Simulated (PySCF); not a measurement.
C9H8, SMILES C#Cc1ccccc1C, GFN2-xTB optimised geometry.

```
17

C     -2.00    -2.35     0.00
C     -1.40    -1.32     0.00
C     -0.69    -0.09     0.00
C     -1.39     1.11     0.00
C     -0.71     2.31     0.00
C      0.68     2.32     0.00
C      1.38     1.12     0.00
C      0.72    -0.09     0.00
C      1.47    -1.39     0.00
H     -2.54    -3.26     0.00
H     -2.47     1.09     0.00
H     -1.26     3.24     0.00
H      1.21     3.26     0.00
H      2.46     1.14     0.00
H      1.21    -1.98     0.88
H      1.20    -1.98    -0.88
H      2.54    -1.22     0.00
```

Density from PBE0/def2-SVP in PySCF at that geometry.

Minimum of the electron density along straight lines between bonded atoms, close to the bond critical point (lines longer than 1.1 times the sum of covalent radii, or with two minima, are not listed):

```tsv
bond	length / Å	ρ at the minimum / e bohr⁻³	∇²ρ there / e bohr⁻⁵	position (fraction from the first atom)
C1–C2	1.201	?	-1.04	0.48
C2–C3	1.416	0.287	-0.73	0.52
C3–C4	1.393	0.306	-0.77	0.50
C4–C5	1.382	0.314	-0.81	0.50
C5–C6	1.385	0.312	-0.80	0.50
C6–C7	1.385	0.312	-0.80	0.50
C3–C8	1.402	0.303	-0.75	0.50
C7–C8	1.386	0.312	-0.80	0.50
C8–C9	1.497	?	?	0.51
C1–H10	1.049	0.294	-1.22	0.66
C4–H11	1.081	0.284	-1.09	0.63
C5–H12	1.080	0.283	-1.08	0.63
C6–H13	1.080	0.284	-1.08	0.63
C7–H14	1.081	0.283	-1.07	0.63
C9–H15	1.090	0.275	-1.00	0.63
C9–H16	1.090	0.275	-1.00	0.63
C9–H17	1.088	0.277	-1.02	0.63
```

**Question.** What belongs in the gaps?

**Answer.** 
- C1–C2, ρ at the minimum / e bohr⁻³: 0.398
- C8–C9, ρ at the minimum / e bohr⁻³: 0.256
- C8–C9, ∇²ρ there / e bohr⁻⁵: -0.60
